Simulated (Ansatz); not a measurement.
Calculated with Ansatz (gas phase, PBE0-D4/def2-TZVP geometries, no zero-point term in ΔE). CCSD(T)/CBS adds triple-zeta CCSD(T) − MP2 to the extrapolated MP2 energy (def2 sets, frozen cores). This one scheme is used for every species. Functionals use def2-TZVPP. B3LYP here is the variant with VWN-RPA as its local correlation; programs differ in this. Each species was taken in one conformer, which may not be the lowest.

Consider the ligand exchange at a B–N bond: `CNB(F)[SiH3]` + H–F → `FB(F)[SiH3]` + CH₃NH₂.

`CNB(F)[SiH3]`:

Cartesian coordinates in Å:
```
C -0.227 0.270 1.717
N -0.713 0.888 0.508
B -0.436 0.553 -0.812
F -1.030 1.304 -1.763
Si 0.768 -0.950 -1.460
H 0.438 -0.555 1.464
H 0.335 0.979 2.332
H -1.047 -0.130 2.320
H -1.338 1.669 0.658
H 1.378 -1.750 -0.361
H 1.878 -0.392 -2.281
H -0.007 -1.885 -2.324
```

H–F:

```xyz
2

F    -0.125   -0.042   -0.441
H     0.125    0.042    0.441
```

`FB(F)[SiH3]`:

Z-matrix (Å, degrees):
```
Si
B 1 2.035
H 1 1.484 2 111.0
H 1 1.488 2 108.5 3 -120.0
H 1 1.486 2 109.7 3 121.5
F 2 1.320 1 121.2 3 -168.2
F 2 1.319 1 122.6 3 12.6
```

CH₃NH₂:

```xyz
7

C    -0.475   -0.063    0.305
N     0.628    0.401   -0.519
H    -0.404   -1.107    0.643
H    -1.411    0.045   -0.247
H    -0.555    0.570    1.193
H     0.712   -0.166   -1.353
H     1.505    0.319   -0.021
```

| level | ΔE (kJ/mol) | difference from CCSD(T)/CBS |
| --- | --- | --- |
| PBE0-D4 | -11.7 | 1.3 |
| B3LYP-D4 | -16.8 | -3.8 |
| ωB97X-V | -20.8 | -7.8 |
| ωB97M-V | -18.9 | -5.9 |
| B2PLYP | -22.6 | -9.6 |
| PBE | -17.2 | -4.2 |
| r2SCAN | -20.9 | -7.9 |
| HF/def2-TZVPP | -41.2 | -28.2 |
| MP2/def2-TZVPP | -12.5 | 0.5 |
| SCS-MP2/def2-TZVPP | -18.7 | -5.7 |
| CCSD/def2-TZVPP | -20.0 | -7.0 |
| CCSD(T)/def2-TZVPP | -16.7 | -3.7 |
| MP2/def2-QZVPP | -10.7 | 2.3 |
| SCS-MP2/def2-QZVPP | -17.0 | -4.0 |
| HF/CBS(def2) | -42.1 | -29.1 |
| CCSD/CBS(def2) | -16.3 | -3.3 |
| CCSD(T)/CBS | -13.0 | 0 |

Largest T1 diagnostic among the species: 0.014.

The D4 term adds +9.6 kJ/mol with B3LYP and +5.5 kJ/mol with PBE0; it sums over pairs of atoms, weighted by their polarisabilities, and B3LYP, whose exchange is more repulsive, gets the larger term. In def2-TZVPP, CCSD(T) changes the Hartree–Fock value by +24.5 kJ/mol (the triples alone add +3.3 kJ/mol) and MP2 by +28.6 kJ/mol.
